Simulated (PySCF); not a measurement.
C₃H₁₂Si₃, SMILES [SiH3][SiH2][SiH]1CCC1.

Geometry: PBE0-D3(BJ)/def2-SVP. The structure was generated by enumeration, and PubChem lists no compound with its InChIKey, so it may never have been made. One conformer was computed; it need not be the lowest.

Computed with PySCF with SMD-ωB97X/6-31G*.

Solvation free energies are E(SMD) − E(gas) at the gas-phase geometry, for 1 M in both phases. In vacuum the dipole moment is 0.79 D.

```
solvent          ΔG(solv) (kcal/mol)  its non-electrostatic (CDS) part  dipole (D)
---------------  -------------------  --------------------------------  ----------
water                              ?                                 ?           ?
tetrahydrofuran                 -1.5                              -0.6        0.99
chloroform                      -2.5                              -1.8        0.97
```

Question: Some entries are withheld; supply them. (The exact figures need the calculation; the answer reports its results.)

Answer: 
- water, ΔG(solv) (kcal/mol): 3.9
- water, its non-electrostatic (CDS) part: 5.0
- water, dipole (D): 1.04
